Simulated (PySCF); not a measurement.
## Silver: a sound run and one with changed settings

Sound run: Ag⁺ [Kr] 4d10, Ag²⁺ [Kr] 4d9. All numbers are calculated (PySCF 2.14, scalar relativity through the core potential, in def2-TZVP with the def2 core potential (28 electrons)). The sound run starts from symmetry-adapted Hartree-Fock orbitals and uses a fine grid where one is needed.

Changed run: basis STO-3G, all-electron and non-relativistic. This setting is unsound on purpose.

| species | method | sound run (hartree) | changed run (hartree) | converged |
| --- | --- | --- | --- | --- |
| Ag⁺ | UHF | -145.88329 | -5146.23635 | yes |
| Ag⁺ | PBE | -146.68959 | -5147.47040 | yes |
| Ag⁺ | LDA | -146.40379 | -5142.70730 | yes |
| Ag²⁺ | UHF | -145.15575 | -5145.91010 | yes |
| Ag²⁺ | PBE | -145.88777 | -5147.10530 | yes |
| Ag²⁺ | LDA | -145.58601 | -5142.33800 | yes |

Ionisation energy of Ag⁺:

```csv
method,sound run (eV),changed run (eV)
UHF,19.797,8.878
PBE,21.819,9.935
LDA,22.253,10.049
```

A minimal basis cannot let orbitals breathe on ionisation and holds almost no correlation. The Hamiltonian changed with the basis, so the totals do not compare.

For comparison, NIST gives 21.484 eV between the lowest levels.
